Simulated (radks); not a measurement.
Task: Mo2+, 40 electrons, occupied as [Kr] 4d4. Calculated with a radial shooting solver on a logarithmic mesh with Libxc functionals: Dirac Kohn-Sham, PBEsol, spin-unpolarised, spherical densities, finite nucleus; open shells fill j = l - 1/2 first; Fermi nuclear charge, rms radius 4.4091 fm. Some entries of the table are withheld. Estimate them.

orbital  occ.  eigenvalue (hartree)  <r^2> (bohr^2)  r(max) (bohr)
1s1/2       2             -728.3150        0.001670            (1)
2s1/2       2             -103.4302         0.02782         0.1298
2p1/2       2             -95.22316         0.02100         0.1010
2p3/2       4             -91.31097         0.02237         0.1048
3s1/2       2             -18.15694          0.2110         0.3840
3p1/2       2             -15.03424          0.2091         0.3711
3p3/2       4             -14.38983          0.2194         0.3805
3d3/2       4              -8.86413          0.2056         0.3208
3d5/2       6              -8.74207          0.2090         0.3235
4s1/2       2              -3.03219           1.382         0.9882
4p1/2       2                   (2)           1.671          1.053
4p3/2       4                   (3)           1.755          1.078
4d3/2       4              -0.76712           3.517            (4)
4d5/2       0              -0.75791           3.581            (5)

Result: 
(1) 1s1/2 r(max) (bohr): 0.02288
(2) 4p1/2 eigenvalue (hartree): -2.14196
(3) 4p3/2 eigenvalue (hartree): -2.04912
(4) 4d3/2 r(max) (bohr): 1.343
(5) 4d5/2 r(max) (bohr): 1.355
